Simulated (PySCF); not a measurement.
B(CF3)(H)(OH) (CH2BF3O), SMILES OBC(F)(F)F. Heavy atoms are numbered as in [BH:1]([C:2]([F:3])([F:4])[F:5])[OH:7]. Hydrogens are named by the atom that carries them.

Geometry: PBE0-D3(BJ)/def2-SVP. This is a generated structure with no PubChem entry under its InChIKey; it may be hypothetical. Other conformers were not sampled.

All values below come from PySCF with PBE/pcSseg-1.

GIAO shieldings, no solvent; atoms alike by connectivity are averaged. δ = σ(ref) − σ: ¹¹B against BF3 (σ = 83.9 ppm); ¹³C against TMS (σ = 182.0 ppm); ¹⁹F against CFCl3 (σ = 133.6 ppm); ¹H against TMS (σ = 31.49 ppm); ¹⁷O against H2O (σ = 334.3 ppm), references at their B3LYP-D3(BJ)/def2-TZVP geometries, non-relativistic.

```
atoms    nucleus  count  δ (ppm)
-------  -------  -----  -------
B1 (BH)      ¹¹B      1     25.9
C2           ¹³C      1    135.0
F3           ¹⁹F      3   -117.2
H on O7       ¹H      1        ?
H on B1       ¹H      1        ?
O7 (OH)      ¹⁷O      1        ?
```

### Question
Complete the blanks. (Estimate from the structure and the level; the computed values follow.)

### Answer

- H on O7, δ (ppm): 7.24
- H on B1, δ (ppm): 5.32
- O7 (OH), δ (ppm): 209.0
